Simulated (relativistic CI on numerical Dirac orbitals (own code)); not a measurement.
## Charge states of mercury

Method of calculation: Dirac-Coulomb-Breit CI, KLI orbitals optimised for each configuration, model QED, valence Slater integrals scaled by 0.9 (own radial code, finite nucleus).

Each species is treated in one configuration, given outside its closed core. Radial values are for the open shell of highest l, unscaled and averaged over j; ζ includes the Breit term. Labels give the leading LS character, summed over repeated terms.

| Ion | Configuration | Its lowest level | LS weight (%) | g_J | g√(J(J+1)) | Next level | E (cm⁻¹) | ζ (cm⁻¹) |
| --- | --- | --- | --- | --- | --- | --- | --- | --- |
| Hg24+ | 4d10.4f10 | 5I_8 | 77 | 1.215 | 10.31 | 5I_7 | 30094 | 10820 |
| Hg25+ | 4d10.4f9 | 6H°_15/2 | 68 | 1.277 | 10.20 | J = 9/2 (mixed) | 23363 | 11190 |
| Hg26+ | 4d10.4f8 | 7F_6 | 67 | 1.428 | 9.25 | J = 4 (mixed) | 14460 | 11570 |
| Hg27+ | 4d10.4f7 | 8S°_7/2 | 70 | 1.891 | 7.51 | J = 7/2 (mixed) | 53765 | 11950 |
| Hg28+ | 4d10.4f6 | J = 0 (mixed) | 44 |  | 0.00 | 7F_1 | 19275 | 12350 |
| Hg29+ | 4d10.4f5 | J = 5/2 (mixed) | 48 | 0.517 | 1.53 | 6H°_7/2 | 22822 | 12750 |
| Hg30+ | 4d10.4f4 | 5I_4 | 69 | 0.674 | 3.01 | 5I_5 | 28311 | 13160 |
| Hg31+ | 4d10.4f3 | 4I°_9/2 | 75 | 0.776 | 3.86 | 4I°_11/2 | 37762 | 13570 |
| Hg32+ | 4d10.4f2 | 3H_4 | 84 | 0.830 | 3.71 | 3F_2 | 24243 | 14000 |
| Hg33+ | 4d10.4f | 2F°_5/2 | 100 | 0.853 | 2.52 | 2F°_7/2 | 50714 | 14440 |
| Hg34+ | 4d10 | 1S_0 | 100 |  | 0.00 |  |  |  |
| Hg35+ | 4d9 | 2D_5/2 | 100 | 1.196 | 3.54 | 2D_3/2 | 205940 | 82210 |
| Hg36+ | 4d8 | 3F_4 | 87 | 1.213 | 5.43 | J = 2 (mixed) | 29141 | 83630 |
| Hg37+ | 4d7 | 4F_9/2 | 59 | 1.227 | 6.10 | J = 3/2 (mixed) | 41245 | 85060 |
| Hg38+ | 4d6 | J = 4 (mixed) | 40 | 1.251 | 5.60 | J = 2 (mixed) | 25595 | 86510 |
| Hg39+ | 4d5 | J = 5/2 (mixed) | 26 | 1.301 | 3.85 | J = 5/2 (mixed) | 172710 | 87970 |
| Hg40+ | 4d4 | 3P_0 | 60 |  | 0.00 | 5D_1 | 190860 | 89440 |
| Hg41+ | 4d3 | J = 3/2 (mixed) | 45 | 0.718 | 1.39 | 4F_5/2 | 196500 | 90930 |
| Hg42+ | 4d2 | 3F_2 | 74 | 0.765 | 1.87 | 3P_0 | 73952 | 92430 |
| Hg43+ | 4d | 2D_3/2 | 100 | 0.794 | 1.54 | 2D_5/2 | 235450 | 93950 |
| Hg44+ | 3d10.4s2.4p6 | 1S_0 | 100 |  | 0.00 |  |  |  |
| Hg45+ | 3d10.4s2.4p5 | 2P°_3/2 | 100 | 1.328 | 2.57 | 2P°_1/2 | 1.1478e+06 | 764500 |
| Hg46+ | 3d10.4s2.4p4 | 3P_2 | 69 | 1.339 | 3.28 | 1S_0 | 77727 | 774100 |
| Hg47+ | 3d10.4s2.4p3 | J = 3/2 (mixed) | 48 | 1.352 | 2.62 | 4S°_3/2 | 1.1184e+06 | 783700 |
